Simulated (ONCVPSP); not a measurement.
## Before and after: ONCV potential for Ir

```json
{
  "Element": "iridium (Ir)",
  "Generator": "ONCVPSP 4.0.1",
  "Type": "optimised norm-conserving Vanderbilt (ONCV)",
  "Functional": "PBE",
  "Relativity": "scalar-relativistic",
  "Frozen core": "[Kr] 4d10 4f14",
  "Valence charge": "17",
  "Reference configuration": "5s2 5p6 5d7 6s2",
  "Partial waves": "5s+6s: rc 1.45 bohr, ncon 3, nbas 6, qcut 8.2 1/bohr, 2 projectors; 5p: rc 1.65 bohr, ncon 5, nbas 9, qcut 9.5 1/bohr, 1 projector; 5d: rc 2.25 bohr, ncon 4, nbas 9, qcut 5.6 1/bohr, 2 projectors, debl 3.8 Ha",
  "Local potential": "polynomial inside 1.10 bohr (lpopt 1, dvloc0 0 Ha)",
  "Core correction": "none"
}
```

Change: p: qcut 8.4.

Cutoffs: the cutoffs (Ha) at which the residual kinetic energy of the hardest occupied pseudo-wave falls to 1 and 0.1 mHa per electron; they do not see the model core or the augmentation charge, which bear on the density cutoff. Errors are all-electron minus pseudo energies relative to the spin-unpolarised reference configuration.

Problem. What does the change do?

Solution. The potential gets softer (31 Ha and 37 Ha → 26 Ha and 32 Ha); the errors of the 4 common tests hardly move; neither file shows a bound ghost. The waves are optimised to have the least kinetic energy above qcut, so the cutoff follows it (qcut²/2 in Ha).

| quantity | base | changed |
| --- | --- | --- |
| cutoff, loose | 31 Ha | 26 Ha |
| cutoff, tight | 37 Ha | 32 Ha |
| loose cutoff by channel | s 26 Ha, p 31 Ha, d 13 Ha | s 26 Ha, p 26 Ha, d 13 Ha |
| bound ghosts | none | none |
| GHOST(+) flags under 300 eV | s at 226.5 eV | s at 226.5 eV |
| error for 5s2 5p6 5d7 6s1, meV [ΔE 9.88 eV] | -2.5 | -2.6 |
| error for 5s2 5p6 5d7 6s0, meV [ΔE 27.35 eV] | -6.9 | -7.3 |
| error for 5s2 5p6 5d6 6s0, meV [ΔE 57.89 eV] | -17 | -17 |
| error for 5s2 5p5 5d7 6s2, meV [ΔE 60.95 eV] | -160 | -171 |
| s: phases at 1.47 bohr within 0.05 rad from the reference energy up to (Ha; the scan ends near 5) | to the end of the scan | to the end of the scan |
| p: phases at 1.68 bohr within 0.05 rad from the reference energy up to (Ha; the scan ends near 5) | 0.8 | 0.6 |
| d: phases at 2.29 bohr within 0.05 rad from the reference energy up to (Ha; the scan ends near 5) | to the end of the scan | to the end of the scan |
